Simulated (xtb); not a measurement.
H3NSSi, SMILES N[Si]S (connectivity only; charge and spin as stated), neutral, multiplicity 1. All values are semi-empirical tight-binding results from xtb (GFN2-xTB unless named), good for trends rather than for accurate numbers. Geometry: GFN2-xTB. One conformer was computed; it need not be the lowest.

```
Quantity                                          Value
----------------------------------------  -------------
point group as xtb finds it                          Cs
orbital gap                                     2.87 eV
zero-point energy                         21.2 kcal/mol
G − E(el) at 298.15 K (modified RRHO)      3.7 kcal/mol
static polarisability (D4 model)             64.0 bohr³
solvation energy, GFN2-xTB/ALPB(water)    -1.9 kcal/mol
solvation energy, GFN2-xTB/ALPB(acetone)  -4.2 kcal/mol
```
